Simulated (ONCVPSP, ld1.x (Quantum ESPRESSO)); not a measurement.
## Hardness and transferability of assorted potentials

Generated with ld1.x 7.5 (TM, RRKJ, ultrasoft, PAW), atompaw 4.2 or ONCVPSP 4.0.1. The cutoff is in Ry: for ld1.x and atompaw files where the sum of valence levels is converged to 10 mRy in a Bessel basis, for ONCV files where the hardest occupied wave has 1 mHa per electron of residual kinetic energy. The error is the largest all-electron minus pseudo excitation energy over each file’s own four to seven test configurations (ionisations up to +4, promotions, holes and added fractions of an electron), all of which were solved. The labels leave out finer settings (local radius, basis sizes, second energies), which also bear on the numbers. Spin-polarised tests are not counted. The rows are a selection from randomly drawn settings: files with unsolved tests, undetermined cutoffs or missed reference levels are left out.

A true bound ghost makes a file unfit for plane-wave use even where its test errors are small: the radial tests pick states by their node count and pass the ghost by.

```tsv
element	potential	cutoff (Ry)	largest error (meV)	bound ghosts
H	TM semilocal, LDA (PZ), non-relativistic, rc 0.90 (s), local s, core correction no, reference 1s0.75	25	+0.1	none
O	TM, PBE, scalar-relativistic, rc 0.80/1.30 (sp), local s, core correction no, reference 2s2 2p4	90	+1501	none
Mn	ONCV, LDA (Perdew-Zunger), scalar-relativistic, rc 1.30/1.35/1.40 (spd), local smoothed, core correction no, reference 3s2 3p6 3d5 4s2, qcut 9.1/8.6/13.3, projectors 3/2/2	116	+18	none
Sr	ONCV, PBE, scalar-relativistic, rc 3.50/2.60/2.60 (spd), local d, core correction yes, reference 4p6 5s1 5p1, qcut 1.7/4.6/4.1, projectors 3/2/0	15	-242	none
Sb	ONCV, PBE, scalar-relativistic, rc 1.45/1.15/1.25 (spd), local smoothed, core correction yes, reference 4s2 4p6 4d10 5s2 5p1, qcut 10.2/14.4/14.2, projectors 2/2/2	124	+5.2	none
Tl	ONCV, PBEsol, scalar-relativistic, rc 1.55/1.55/1.30 (spd), local smoothed, core correction yes, reference 5s2 5p6 5d10 6s2 6p0.5, qcut 8.4/9.7/6.2, projectors 2/2/2	66	-54	s
Tl	PAW, PBE, scalar-relativistic, rc 2.25/3.60/2.00 (spd), local smoothed, core correction yes, reference 5d10 6s2 6p1	30	-25	none
```

Question: Fill in the row for Ba: ONCV, PBEsol, scalar-relativistic, rc 3.05/2.65/2.80 (spd), local smoothed, core correction yes, reference 5s2 5p6 6s2, qcut 3.1/5.2/4, projectors 2/1/2.

Answer: cutoff 13 Ry, largest error -6.8 meV, bound ghosts: d.
